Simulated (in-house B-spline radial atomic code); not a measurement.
Computed with a B-spline radial atomic code. Model: two electrons, singlet ground state, non-relativistic, full CI in B-splines with partial waves to l = 8 (at full coupling up to 3e-4 hartree above the limit, correlation up to 0.6 % small), density held at that of full coupling by Lieb maximisation.

W(λ) is the mean repulsion in the state of coupling λ less the Hartree energy of the fixed density. Its start is exact exchange, its initial slope is twice the second-order Görling-Levy correlation energy, and its area from 0 to 1 is E_xc. A straight curve means weak, dynamic correlation, and a curve that drops fast and flattens means strong correlation.

Command:
```bash
python run_ac.py task.json out
```
Settings (lengths in bohr, energies in hartree):
```
potential              harmonic
strength               0.399
lmax                   8
```

Run time, properties included: 10 s on 1 thread of Intel(R) Xeon(R) Processor @ 2.30GHz (shared host).

**W = mean repulsion less Hartree energy, and W of three functionals.**

Given: confinement harmonic well; well frequency 0.399 hartree; external potential omega^2 r^2/2.

Computed: LDA exchange minus exact 65.497 millihartree; PBE exchange minus exact 19.439 millihartree.

```tsv
coupling	W xc (hartree)	W xc minus exchange (millihartree)	kinetic minus Kohn-Sham (millihartree)	LDA (PW92) W minus its exchange (millihartree)	PBE W minus its exchange (millihartree)	SCAN W minus its exchange (millihartree)
0	-0.45576	0	0	0	0	0
0.02	-0.45777	-2.01	0.02	-10.12	-3.32	-1.88
0.05	?	?	?	?	?	?
0.12	-0.46721	-11.453	0.67	-36.87	-17.24	-10.52
0.25	-0.47813	-22.37	2.68	-58.96	-31.65	-20.43
0.4	-0.4891	-33.337	6.22	-77.74	-45.25	-30.47
0.6	-0.50149	-45.736	12.38	-96.96	-60.12	-42.04
0.8	-0.51186	-56.105	19.61	-112.14	-72.43	-52
1	-0.52064	-64.879	27.48	-124.66	-82.87	-60.66
1.4	?	?	?	?	?	?
2	-0.5497	-93.944	69.48	-166	-118.87	-91.34
3	-0.56606	-110.3	109.72	-190.38	-140.89	-109.95
4.5	-0.5808	-125.05	164.03	-213.76	-162.39	-127.09
7	-0.59469	-138.93	242.12	-237.37	-184.41	-142.68
10	-0.60428	-148.53	322.49	-254.73	-200.75	-152.46
```

Q: What belongs in the row 0.05?

A: W xc (hartree): -0.4607; W xc minus exchange (millihartree): -4.946; kinetic minus Kohn-Sham (millihartree): 0.12; LDA (PW92) W minus its exchange (millihartree): -20.05; PBE W minus its exchange (millihartree): -7.88; SCAN W minus its exchange (millihartree): -4.59.

Q: What belongs in the row 1.4?

A: W xc (hartree): -0.53463; W xc minus exchange (millihartree): -78.872; kinetic minus Kohn-Sham (millihartree): 44.14; LDA (PW92) W minus its exchange (millihartree): -144.44; PBE W minus its exchange (millihartree): -99.84; SCAN W minus its exchange (millihartree): -75.03.

Q: What is the SCAN exchange minus exact?

A: 0.82691 millihartree.

**Energy parts, natural occupations and partial-wave weights.**

Computed: total energy 1.6382 hartree; exchange energy -0.45576 hartree; correlation energy -0.037395 hartree; kinetic part of the DFT correlation energy 0.027484 hartree; kinetic part over minus potential part 0.42362; Hartree energy 0.91152 hartree; Lieb Oxford ratio E_xc over LDA exchange 1.2636.

```json
{"natural": "s", "occupation of the shell (electrons)": "1.9378"}
{"natural": "p", "occupation of the shell (electrons)": "?"}
{"natural": "s", "occupation of the shell (electrons)": "0.0030088"}
{"natural": "d", "occupation of the shell (electrons)": "0.0012295"}
{"natural": "p", "occupation of the shell (electrons)": "0.00027651"}
{"natural": "f", "occupation of the shell (electrons)": "0.0001387"}
```

Q: What belongs in the row p?

A: occupation of the shell (electrons): 0.057391.

| wave | weight |
| --- | --- |
| s | 0.97042 |
| p | 0.028841 |
| d | 0.00064033 |
| f | ? |
| g | 1.6451e-05 |

Q: What belongs in the row f?

A: weight: 7.6189e-05.

Q: What is the Kohn-Sham kinetic?

A: 0.49845 hartree.

Q: What is the initial slope twice GL2?

A: -0.10151 hartree.

Half-way to full coupling W has made 61 % of its drop, against 50 % for a straight line, and second-order (GL2) theory, half the initial slope, overshoots the correlation energy by about 36 %: a marked bend. Over couplings 0 to 1 the errors in E_xc come to about +22 millihartree for LDA, +7.4 millihartree for PBE, +3.7 millihartree for SCAN, so SCAN is nearest. In LDA and PBE the errors of exchange and correlation have opposite signs, so the sum is smaller than the larger of the two.
